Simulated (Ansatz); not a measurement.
NbO2, relaxed as a quartet with UKS PBE0-D4/def2-TZVP in Ansatz, starting from the PBE0-D4/def2-TZVP geometry of the neutral doublet. Force threshold 0.02 eV/Å.

In the def2 sets Nb takes a core potential; there is no spin–orbit coupling. At PBE0-D4/def2-TZVP a doublet of charge 0 lies 2.59 eV below the quartet, each at its own geometry. The structure comes from a short search, and lower isomers may exist.

Start:

Cartesian coordinates in Å:
```
Nb -0.3852 0.4461 0.3601
O -0.5662 -1.2416 0.2701
O 0.9514 0.7954 -0.6302
```

(1) Estimate the energy that the relaxation releases and the steps that it takes.

(2) Does the start keep its bonding and symmetry?

(3) Predict the relaxed structure.

Results:

(1) 11.1 kcal/mol, in 18 steps; 18 s on 4 threads of AMD EPYC 9R45 on a shared host. The force fell under the threshold at step 5, but the optimiser went on and released 0.160 eV more. No frequencies were taken in this run, so the end may be a saddle point.

(2) By distances, no bond broke or formed. The bond that changes most is Nb1–O2, from 1.70 to 1.93 Å (atoms count from 1). Point group C2v at the start, Cs at the end, both within 0.05 Å.

(3) 
```xyz
3

Nb   -0.3123    0.4839    0.3087
O    -0.6893   -1.4121    0.3424
O     1.0016    0.9282   -0.6511
```
Bond lengths: 2 × Nb–O 1.69 to 1.93 Å.
